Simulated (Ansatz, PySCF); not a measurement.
Process, species as SMILES: FC(F)CC(F)(F)F -> F[C](F)CC(F)(F)F + H atom (the C-H bond at the site shown breaks; other sites are not compared here)
Each molecule is optimised on its own at B3LYP-D3(BJ)/def2-TZVP (Ansatz, a program for electronic structure), one conformer each, not searched for the lowest. Frequencies are from Ansatz or PySCF.
Geometry of the first species:
SMILES: FC(F)CC(F)(F)F
```xyz
11

F     -2.3284    -1.2245    -0.0912
C     -1.3722    -0.2699    -0.3005
F     -1.8221     0.8865     0.2626
C     -0.0887    -0.7251     0.3642
C      1.1126     0.1319     0.0313
F      2.2281    -0.3907     0.5761
F      1.3124     0.2005    -1.3041
F      0.9955     1.3904     0.4820
H     -1.2827    -0.1104    -1.3762
H     -0.2282    -0.7322     1.4450
H      0.1315    -1.7393     0.0317
```
Charge 0, spin multiplicity 1.

Property: bond dissociation energy (enthalpy at 298 K, with B3LYP-D3(BJ) rigid-rotor harmonic-oscillator terms), in eV. Cores are frozen in the correlated levels unless marked. UHF or UKS for open shells. No spin-orbit coupling. No relativistic terms. Basis-set limits of correlation are two-point, X^-3; Hartree-Fock from the larger set. [CCSD(T)-MP2]/basis is that difference in the basis named.

```tsv
level	program	bond dissociation energy (eV)
PBE-D3(BJ)/def2-TZVPD	Ansatz + dftd3	4.14
BLYP-D3(BJ)/def2-TZVPD	Ansatz + dftd3	4.18
BLYP/def2-TZVPD	Ansatz	4.15
revPBE-D3(BJ)/def2-TZVPD	Ansatz + dftd3	4.09
r2SCAN/def2-TZVPD	Ansatz	4.13
PBE0/def2-QZVPP	Ansatz	4.17
HSE06-D3(BJ)/def2-TZVPD	Ansatz + dftd3	4.18
HSE06-D4/def2-TZVPD	Ansatz + dftd4	4.18
wB97X-V/def2-TZVPD	Ansatz	?
B2GP-PLYP-D4/def2-TZVPD	Ansatz + dftd4	4.30
B2PLYP-D4/def2-TZVPD	Ansatz + dftd4	?
RPA@PBE/cc-pVQZ	Ansatz	?
SCS-MP2/cc-pVTZ	Ansatz	4.46
CCSD/cc-pVTZ	Ansatz	?
CCSD(T) with core electrons/cc-pwCVTZ	Ansatz	4.39
RI-MP2/CBS(cc-pVTZ,cc-pVQZ)+[CCSD(T)-MP2]/cc-pVTZ	Ansatz	4.47
```

Q: Complete the blanks.

A: 
- wB97X-V/def2-TZVPD, bond dissociation energy (eV): 4.33
- B2PLYP-D4/def2-TZVPD, bond dissociation energy (eV): 4.29
- RPA@PBE/cc-pVQZ, bond dissociation energy (eV): 4.36
- CCSD/cc-pVTZ, bond dissociation energy (eV): 4.37
